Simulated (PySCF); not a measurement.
Steps of a relaxation of [Dy(PH3)]3+

[Dy(PH3)]3+ (singlet in the valence; each metal's 4f electrons, 9 of them, lie in its core potential, out of spins and levels). PySCF 2.14.0, RKS B3LYP, Dy lcecp-1-SVP with ECP55, P def2-SVP, H def2-SVP; non-relativistic Hamiltonian with scalar-relativistic core potentials where named; density fitting; no spin-orbit coupling. Origin of the start: template. Columns: position (Å) and force (eV/Å). Energies are counted from the last step; some of the 6 steps are shown. Forces carry noise of the integration grid, about 0.01 to 0.03 eV/Å.

Run from Python with OMP_NUM_THREADS=2. Where DIIS fails, smearing, a level shift and second-order steps follow.
It took 7.4 s on 2 threads of Arm Neoverse V2, with other jobs on the host, from the converged density of the start.

```xyz
5
step 0  E = 0.308 eV
Dy    0.0000    0.0000   -0.5073     0.00    0.00    0.04
P     0.0000    0.0000    2.3802     0.00    0.00    1.43
H     1.2100    0.0000    3.1234     0.73    0.00   -0.49
H    -0.6050    1.0479    3.1234    -0.37    0.63   -0.49
H    -0.6050   -1.0479    3.1234    -0.37   -0.63   -0.49
```

```xyz
5
step 2  E = 0.009 eV
Dy    0.0000    0.0000   -0.4180     0.00    0.00    0.03
P     0.0000    0.0000    2.5094     0.00    0.00    0.46
H     1.3366    0.0000    3.0505    -0.24    0.00   -0.16
H    -0.6683    1.1575    3.0505     0.12   -0.21   -0.16
H    -0.6683   -1.1575    3.0505     0.12    0.21   -0.16
```

```xyz
5
step 3  E = 0.001 eV
Dy    0.0000    0.0000   -0.4078     0.00    0.00    0.01
P     0.0000    0.0000    2.5230     0.00    0.00    0.14
H     1.3350    0.0000    3.0426    -0.10    0.00   -0.05
H    -0.6675    1.1561    3.0426     0.05   -0.09   -0.05
H    -0.6675   -1.1561    3.0426     0.05    0.09   -0.05
```

Question: Where does the relaxation end?

Answer: It converges at step 5 in C3v:
```xyz
5
step 5  E = 0
Dy    0.0000    0.0000   -0.4033
P     0.0000    0.0000    2.5277
H     1.3318    0.0000    3.0395
H    -0.6659    1.1534    3.0395
H    -0.6659   -1.1534    3.0395
```

Question: How did the contacts change?

Answer: 
```
     contact  start (Å)  end (Å)
Dy1–P2 (PH3)      2.888    2.931
```


An lcecp potential fixes the number of 4f electrons, so in runs with it no electron can move into or out of that shell.
